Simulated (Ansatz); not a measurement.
Correlation energies of `C=[C]([GeH3])[InH2]` by basis set

Z-matrix (Å, degrees):
```
Ge
C 1 1.941
H 1 1.541 2 110.2
H 1 1.541 2 110.2 3 -118.5
H 1 1.543 2 110.2 3 120.7
In 2 2.149 1 123.1 3 59.3
C 2 1.336 1 119.5 3 -120.7
H 6 1.728 2 115.0 1 -180.0
H 6 1.723 2 121.6 1 0.0
H 7 1.092 2 122.7 1 -0.0
H 7 1.090 2 122.6 1 180.0
```

The species carries charge 0 and has multiplicity 1. Correlated methods include outer-core shells of Ge, In, which these sets cover unevenly. Scalar relativity is left out up to krypton. In: def2 effective core potential. All single points use the PBE0-D4/def2-TZVP geometry. Frozen core, restricted reference, Ansatz.

```csv
basis,HF (Eh),MP2 corr.,CCSD corr.,(T),CCSD(T) total
def2-SVP,-2343.99058,-0.59582,?,-0.02244,?
def2-TZVPP,?,?,?,-0.03538,?
def2-QZVPP,-2344.39624,-1.35608,–,–,–
```

(1) Fill in the withheld values. (An estimate is asked.)

Answers

(1) Ansatz gave: def2-SVP CCSD corr.: -0.64024; def2-SVP CCSD(T) total: -2344.65326; def2-TZVPP HF (Eh): -2344.34939; def2-TZVPP MP2 corr.: -0.88459; def2-TZVPP CCSD corr.: -0.91465; def2-TZVPP CCSD(T) total: -2345.29942.
